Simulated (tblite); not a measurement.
Br2Hg, singlet, at a GFN2-xTB geometry (such geometries of metal compounds can be far from the true shape); tblite 0.6.0 with GFN1-xTB.

The tblite input:
```
$ tblite run mol.xyz --method gfn1 --charge 0 --spin 0 --grad --json tblite.json --no-restart

# file mol.xyz
3

Hg     0.00000000     0.00000000     0.00000000
Br     0.00000000     0.00000000     2.42322459
Br    -0.00000000    -0.00000000    -2.42322459
```

What the program printed (banner, timings and long lists left out):

```
xTB calculator
 | screened Coulomb repulsion
 | Coulomb electrostatics
 |  * isotropic Klopman-Ohno-Mataga-Nishimoto electrostatics
 |  * onsite third-order electrostatics
 | DFT-D3(BJ) dispersion correction

halogen bonding energy    0.0000000000000E+00 Eh
repulsion energy          1.3129833259515E-02 Eh
dispersion energy        -1.1149907568387E-03 Eh
number of electrons       1.6000000000000E+01 e
integral cutoff           2.9931978625564E+01 bohr

------------------------------------------------------------
  cycle        total energy    energy error   density error
------------------------------------------------------------
      1     -8.626268847544  -8.6382837E+00   4.9356559E-01
      2     -8.697115376096  -7.0846529E-02   2.0543223E-01
      3     -8.697992517672  -8.7714158E-04   1.0443095E-01
      4     -8.698108693097  -1.1617543E-04   2.2484867E-03
      5     -8.698109205407  -5.1230935E-07   3.6506029E-04
      6     -8.698109216575  -1.1168503E-08   2.0488311E-05
      7     -8.698109216612  -3.6274983E-11   1.9448433E-08
------------------------------------------------------------

electronic energy        -8.7101240591143E+00 Eh
total energy             -8.6981092166116E+00 Eh

Post processing:
 | Mayer-Wiberg bond orders

[Info] Tight-binding results written to 'tblite.txt'
[Info] JSON dump of results written to 'tblite.json'
```
